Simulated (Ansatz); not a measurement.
The same path of a periodic cell of 31 atoms, Al$_{30}$Ga (host Al, host structure fcc, dopant Ga, one Al atom removed) was run twice with different band settings.

The calculation used Ansatz 0.2.0, DFT PBEsol, scalar-relativistic, plane waves, PAW. Settings: PAW set soft_1, cutoff 420 eV, k mesh 3x3x3, gaussian smearing 0.15 eV, no spin polarisation.

Relaxed end points:

```xyz
31
Lattice="8.1000 0.0000 0.0000 0.0000 8.1000 0.0000 0.0000 0.0000 8.1000" Properties=species:S:1:pos:R:3
Al 4.048 -0.013 0.006
Ga 6.128 1.968 0.005
Al 6.090 -0.016 2.022
Al 2.021 2.005 0.007
Al 4.057 4.040 0.008
Al 6.091 6.075 0.007
Al 2.010 -0.006 2.017
Al 4.054 2.026 2.038
Al 6.071 4.043 2.039
Al 4.047 -0.010 4.057
Al 6.072 2.025 4.057
Al 6.090 -0.017 6.091
Al 0.010 4.048 0.008
Al 2.013 6.084 0.006
Al 0.012 2.007 2.021
Al 2.039 4.048 2.042
Al 4.048 6.059 2.043
Al 0.006 -0.009 4.056
Al 2.042 2.027 4.057
Al 4.054 4.042 4.057
Al 6.069 6.055 4.057
Al 2.011 -0.007 6.096
Al 4.054 2.025 6.075
Al 6.072 4.042 6.074
Al 0.004 6.087 2.017
Al 0.007 4.050 4.056
Al 2.034 6.063 4.058
Al 0.013 2.006 6.091
Al 2.038 4.047 6.072
Al 4.049 6.058 6.072
Al 0.003 6.085 6.097
```

```xyz
31
Lattice="8.1000 0.0000 0.0000 0.0000 8.1000 0.0000 0.0000 0.0000 8.1000" Properties=species:S:1:pos:R:3
Al 4.060 0.013 0.000
Ga 8.059 0.041 0.000
Al 6.069 0.011 2.014
Al 2.032 2.030 0.000
Al 4.068 4.032 0.000
Al 6.070 6.068 0.000
Al 2.027 -0.008 2.034
Al 4.069 2.024 2.010
Al 6.076 4.031 2.010
Al 4.039 -0.010 4.050
Al 6.073 2.027 4.050
Al 6.069 0.011 6.086
Al -0.013 4.040 0.000
Al 2.025 6.075 0.000
Al -0.011 2.031 2.014
Al 2.030 4.059 2.035
Al 4.041 6.070 2.035
Al 0.009 -0.009 4.050
Al 2.031 2.027 4.050
Al 4.045 4.055 4.050
Al 6.073 6.069 4.050
Al 2.027 -0.008 6.066
Al 4.069 2.024 6.090
Al 6.076 4.031 6.090
Al 0.008 6.073 2.034
Al 0.010 4.061 4.050
Al 2.026 6.074 4.050
Al -0.011 2.031 6.086
Al 2.030 4.059 6.065
Al 4.041 6.070 6.065
Al 0.008 6.073 6.066
```

Common settings: climbing image yes; optimiser quadratic models (default); end points relaxed.

| run | movable images | spring | start path | force threshold | iteration limit |
| --- | --- | --- | --- | --- | --- |
| 1 | 5 | 2.0 eV/Å² | IDPP | 0.03 eV/Å | 36 |
| 2 | 3 | 5.0 eV/Å² | default | 0.2 eV/Å | 50 |

What does each run give, and how far can it be trusted?

Run 1: converged after 6 iterations, highest image 0.449 eV above the first end. By the program's own check the climbing image is a first-order saddle point (lowest curvatures found: -1.10 and 0.53 eV/Å²).
Run 2: converged after 2 iterations, highest image 0.482 eV above the first end. The threshold of 0.2 eV/Å is loose, so the images may lie well off the minimum-energy path. The order of the stationary point at the top wasn't checked.
Limits of this set-up: coarse k mesh, PAW files made for another functional, a small cell, in which the defect meets its images.
